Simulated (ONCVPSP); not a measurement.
## What one change does to a pseudopotential (antimony, ONCV)

Sb, optimised norm-conserving Vanderbilt (ONCV), made with ONCVPSP 4.0.1 (LDA (Perdew-Zunger), scalar-relativistic). Core [Kr] 4d10, reference 5s2 5p1 (charge +2). Waves: 5s: rc 2.00 bohr, ncon 4, nbas 8, qcut 2.7 1/bohr, 2 projectors, debl 2.3 Ha; 5p: rc 1.80 bohr, ncon 4, nbas 9, qcut 4.9 1/bohr, 2 projectors, debl 3.6 Ha. Local part: polynomial inside 1.15 bohr (lpopt 5, dvloc0 3 Ha). Core correction: Teter function fitted to the true core (icmod 2), fcfact 0.5.

Change: s: qcut 3.1; p: qcut 5.6.

Cutoffs: the cutoffs (Ha) at which the residual kinetic energy of the hardest occupied pseudo-wave falls to 1 and 0.1 mHa per electron; they do not see the model core or the augmentation charge, which bear on the density cutoff. Errors are all-electron minus pseudo energies relative to the spin-unpolarised reference configuration.

Task: Predict the effect on cutoff, ghosts and configuration errors.

Result: The potential gets softer (36 Ha and 68 Ha → 23 Ha and 42 Ha); the bound ghosts move from s to p, s; of the 4 tests that both files solve, the error grows in 1 and shrinks in 1 by more than 15 % and 0.3 meV (median size 7.6 → 9.2 meV); the range in which the p phases agree narrows (upper end 2.6 → 0.9).

```tsv
quantity	base	changed
cutoff, loose	36 Ha	23 Ha
cutoff, tight	68 Ha	42 Ha
loose cutoff by channel	s 36 Ha, p 7.1 Ha	s 23 Ha, p 11 Ha
bound ghosts	s	s, p
GHOST(+) flags under 300 eV	p at 70.5 eV	none
error for 5s2 5p3, meV [ΔE -24.77 eV]	-2.0	-1.5
error for 5s2 5p2, meV [ΔE -16.25 eV]	-0.6	-0.8
error for 5s2 5p0, meV [ΔE 24.79 eV]	-20	-21
error for 5s1 5p4, meV [ΔE -16.56 eV]	+13	+17
s: phases at 2.03 bohr within 0.05 rad from the reference energy up to (Ha; the scan ends near 5)	3.4	3.3
p: phases at 1.83 bohr within 0.05 rad from the reference energy up to (Ha; the scan ends near 5)	2.6	0.9
rms error of d²Exc/dni dnj with the model core, mHa	1.76	1.86
```

 A true bound ghost makes a file unfit for plane-wave use even where its test errors are small: the radial tests pick states by their node count and pass the ghost by.
